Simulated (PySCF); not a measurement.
# Two-component Hartree-Fock for Cu (copper, neutral)

Start: [Ar] 3d10 4s1; 4s1/2 filled at m_j = +1/2. Calculated with PySCF 2.14 in x2c-QZVPPall-2c: generalised Hartree-Fock with the X2C-1e Hamiltonian and a Gaussian nucleus; one run each with spin-orbit coupling (SO) switched off, then screened by Boettger's factors.

```csv
spinor shell,electrons,"ε, spin-free (eV)","ε, screened SO (eV)",weight of nominal j (screened SO),"rms radius, screened SO (bohr)"
1s1/2,2,-9047.6,-9047.5,1.000,0.0601
2s1/2,2,-1133.6,-1133.5,1.000,0.254
2p1/2,2,-974.11,-988.24,1.000,0.226
2p3/2,4,-974.11,-967.25,1.000,0.229
3s1/2,2,-140.26,-140.26,1.000,0.766
3p1/2,2,-91.464,-93.347,0.999,0.812
3d3/2,4,-13.053,-13.285,0.978,1.15
3d5/2,6,-13.053,-12.901,0.986,1.17
4s1/2,1,-6.693,-6.693,1.000,3.53
```

(1) Where does 3p3/2 lie, and what is the 3p spin-orbit splitting (screened SO)?

```tsv
quantity	spin-free	screened SO
E (hartree)	-1653.16782	-1653.20980
M_J	1/2	1/2
⟨J²⟩	0.752	0.752
⟨L²⟩	0.000	0.002
⟨S²⟩	0.752	0.754
```

Without spin-orbit coupling the j labels of p, d and f shells carry no meaning; the spin-free column gives the mean over the occupied spinors of each nl shell.

## Answers

(1) At -90.553 eV, 2.794 eV above 3p1/2.
